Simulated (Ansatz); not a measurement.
ZnH+, closed-shell singlet (lowest of 2S+1 = 1, 3 at CCSD(T)/def2-TZVPP on PBE0 minima; our sources give no spin for the ground state, which may be another), most abundant isotopes (63.9291 and 1.0078 u). Constants from fifth-degree fits in 1/R to seven points on the lowest solution found; no spin–orbit coupling, no relativity up to Kr; ω_e x_e and α_e move by some per cent with the fit.

Correlated levels freeze the inner cores; with def2 sets outer-core shells near the valence are correlated too. CBS(a, b) extrapolates the correlation energy as X⁻³ and adds the Hartree–Fock energy of set b.

The values were computed with Ansatz (a quantum-chemistry and plane-wave program). 

| level | r_e (Å) | ω_e (cm⁻¹) | ω_e x_e (cm⁻¹) | α_e (cm⁻¹) |
|---|---|---|---|---|
| PBE/def2-TZVPP | 1.5358 | 1841.7 | 31.8 | 0.220 |
| CCSD(T)/CBS(def2-TZVPP, def2-QZVPP) | 1.5096 | 1998.8 | 52.8 | 0.265 |

Question: Predict ω_e, ω_e x_e, B_e and the fall in zero-point energy on putting deuterium (2.014102 u) for H, at CCSD(T)/CBS(def2-TZVPP, def2-QZVPP).

Answer: 
The curve stays; ρ = √(μ_H/μ_D) = √(0.99218/1.95259) = 0.71284. ω_e scales with ρ: 1425 cm⁻¹; ω_e x_e and B_e with ρ²: 26.8 and 3.789 cm⁻¹. The zero-point energy falls by 280 cm⁻¹, by which D₀ of the deuteride is larger.
